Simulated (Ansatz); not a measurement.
`B[SiH](O)F` + `C[SiH3]` → `B[SiH2]C` + `O[SiH2]F`  (formal exchange of groups at a B–Si bond)

Isolated molecules relaxed with PBE0-D4/def2-TZVP in Ansatz; ΔE leaves out vibrations. CCSD(T)/CBS is the MP2 limit (def2-TZVPP, def2-QZVPP) plus CCSD(T) − MP2 in def2-TZVPP, frozen cores. This one scheme is used for every species. DFT in def2-TZVPP. HSE06 is defined as in plane-wave codes. One conformer a species, not always the lowest.

Problem. Is it downhill or uphill in electronic energy at CCSD(T)/CBS, and by how much? (An estimate is asked.)

Solution. Ansatz gave: Downhill: ΔE = -1.6 kcal/mol.

Problem. What do these levels give: r2SCAN0-D4, r2SCAN, HSE06, RPA@PBE/def2-TZVPP, CCSD(T)/def2-SVP, HF/def2-QZVPP? (Best estimate.)

Solution. Ansatz gave: r2SCAN0-D4 -1.7, r2SCAN -1.5, HSE06 -1.5, RPA@PBE/def2-TZVPP -1.3, CCSD(T)/def2-SVP -1.0, HF/def2-QZVPP -1.2 kcal/mol.

Largest T1 diagnostic among the species: 0.012.

Leaving LDA and LC-ωPBE aside and taking each functional with its dispersion term where it has one, the values, not all of them listed here, spread over 1.0 kcal/mol, from r2SCAN0-D4 to BLYP-D4.
